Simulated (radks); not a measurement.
The numbers below are computed, except where a source is named.
Question: All-electron atom: the sulfur ion S2+ in [Ne] 3s2 3p2 (the NIST ground configuration). Code: a radial shooting solver on a logarithmic mesh with Libxc functionals. Model: Dirac Kohn-Sham, PBE, spin-unpolarised, spherical densities, finite nucleus; open shells fill j = l - 1/2 first; Fermi nuclear charge, rms radius 3.2611 fm.

Spin-orbit splittings of the eigenvalues, e(l+1/2) - e(l-1/2), with zeta = 2 splitting/(2l+1) and mean radii in bohr:

| shell | occ. | splitting (eV) | zeta (eV) | <r> j=l-1/2 | <r> j=l+1/2 |
|---|---|---|---|---|---|
| 2p | 6 | 1.267 | 0.8444 | 0.4402 | 0.4425 |
| 3p | 2 | ? | ? | 1.763 | 1.769 |

Estimate the 3p splitting.

Answer: 0.1154 eV (zeta = 0.07695 eV).
